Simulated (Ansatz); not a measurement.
O₂Zr, triplet, geometry from GFN2-xTB (such geometries of metal compounds can be far from the true shape) (the multiplicity is a formal guess) (core potentials on Zr); SVWN5/def2-TZVP (Ansatz, a first-principles code).

The Ansatz input:
Ansatz 0.2 input:
```yaml
crystal:
  periodic: [false, false, false]
  atoms:
    - {symbol: Zr, position_ang: [-0.10578880, -0.11720182, -0.15197542]}
    - {symbol: O, position_ang: [1.51024709, 0.52381597, -0.66523424]}
    - {symbol: O, position_ang: [-0.98130307, 0.06219313, 1.42511134]}
basis:
  gaussian:
    orbitals: def2-TZVP
hamiltonian:
  xc: {name: SVWN5}
magnetization: {spin_polarized: true, initial_magnetization: 2}
```

Output, abridged:

```
Functional definition: SVWN5
623 factors; their error is unknown
mean field evaluation 1: about -5332.1710 eV, gradient 5.7e1 eV
mean field evaluation 2: about -5039.8523 eV, gradient 2.2e2 eV
mean field evaluation 4: about -5342.7792 eV, gradient 1.4e1 eV
mean field evaluation 8: about -5343.8207 eV, gradient 1.5e-1 eV
mean field evaluation 16: about -5343.8186 eV, gradient 1.6e-4 eV
mean field evaluation 32: about -5343.5703 eV, gradient 5.0e0 eV
mean field evaluation 64: about -5342.9102 eV, gradient 7.8e-1 eV
mean field -5343.81855324 eV, -196.3817096613 hartree, gradient 2.2e-5 eV, S^2 2.003561; 12 other end points of the search recorded, 0 dependent functions left out
reference -5343.81860257 eV, -196.3817114741 hartree; 15, 13 occupied and 87, 89 virtual orbitals, 623 factors
Total energy: -5343.81860257 eV, -196.3817114741 hartree
```
